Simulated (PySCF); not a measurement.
# Computed properties of InH3, SMILES [InH3]

InH3, SMILES [InH3]. Geometry: B3LYP-D3(BJ)/def2-TZVPD. The def2 effective core potentials stand for the cores of In; spin–orbit coupling is left out. Other conformers were not sampled. All values are computed for the isolated molecule unless a solvent is named; none is compared with measurement here.

**Structure.** The optimised structure has D3h symmetry. All 6 harmonic modes at B3LYP-D3(BJ)/def2-TZVPD (PySCF) are real, so it is a minimum.

**Vibrations.** The strongest infrared lines (harmonic, unscaled, degenerate partners summed) lie at 1790 cm⁻¹ (634 km/mol, H 99 %), 598 cm⁻¹ (343 km/mol, H 99 %), 618 cm⁻¹ (178 km/mol, H 97 %). The softest mode is at 598 cm⁻¹ and the zero-point energy is 10.3 kcal/mol.

**Electronic structure.** B3LYP/def2-TZVPD (PySCF) places the frontier levels at -8.00 and -2.21 eV, a gap of 5.79 eV, and gives a dipole moment of 0.00 D and a mean polarisability of 42.4 bohr³.

**Excitations.** TDA-M06-2X/def2-TZVPD (PySCF) has S1 at 4.79 eV (259 nm, f = 0.000, dark); the most intense of the 10 singlets computed lies at 8.52 eV (f = 1.38). Strengths of degenerate partners are summed. T1 (TDA) is at 4.38 eV, 0.41 eV under S1. No vertical singlet excitation falls in the visible range (under 3.1 eV).
